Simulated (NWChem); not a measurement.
System: C$_{3}$H$_{3}$ cation

Input file for NWChem:

```
start job
memory heap 200 mb stack 900 mb global 1100 mb
charge 1
geometry units angstroms noautosym nocenter noautoz
  C      0.000000     0.000000    -1.338561
  C      0.000000     0.000000    -0.103285
  C      0.000000     0.000000     1.244730
  H      0.000000     0.000000    -2.425878
  H      0.000000     0.946802     1.807902
  H      0.000000    -0.946802     1.807902
end
basis spherical
  C library pcsseg-1
  H library pcsseg-1
end
dft
  xc kt2
  iterations 150
end
property
  shielding 5 1 2 3 4 5
end
task dft property
```

Structure relaxed at the PBE0/def2-SVP level.

GIAO values for the isolated, static molecule; σ is the absolute isotropic shielding, δ = σ(reference) − σ with the isolated reference molecule computed at the same levels (13C: tetramethylsilane, 1H: tetramethylsilane).

Atoms are numbered as in the input.

Problem. What results follow from this input? (KT2/pcSseg-1, GIAO.) Quantities: δ C1 (ppm); δ C2 (ppm); δ C3 (ppm); δ H4 (ppm); δ H5 (ppm).

Solution. 
* **δ C1 (ppm)**: 332.1
* **δ C2 (ppm)**: 145.2
* **δ C3 (ppm)**: 251.2
* **δ H4 (ppm)**: 18.36
* **δ H5 (ppm)**: 10.71
